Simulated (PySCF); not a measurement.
A structure optimised at PBE-D3(BJ)/def2-SVP, used in a PySCF frequency run:

```
C
H 1 1.1203
N 1 1.4774 2 112.29
H 3 1.0184 1 121.73 2 -56.17
C 1 1.5293 2 108.63 3 -127.46
H 5 1.1085 1 110.35 2 -177.30
H 5 1.1097 6 108.73 1 -121.93
H 5 1.1101 6 108.35 7 -116.67
C 1 1.5439 2 109.54 5 -126.49
C 9 1.3406 1 129.06 2 67.94
H 10 1.1022 9 121.75 1 179.44
H 10 1.1054 11 116.40 9 -179.91
Si 3 1.7476 4 138.91 1 -159.44
H 13 1.5111 3 117.35 4 -77.44
H 13 1.5136 14 106.04 3 -134.67
```

Write its SMILES and formula.

C=C1[SiH2]N[C@H]1C, C₄H₉NSi

What are its rotational constants (standard atomic weights)?

3.7445, 2.8823, 1.7862 GHz
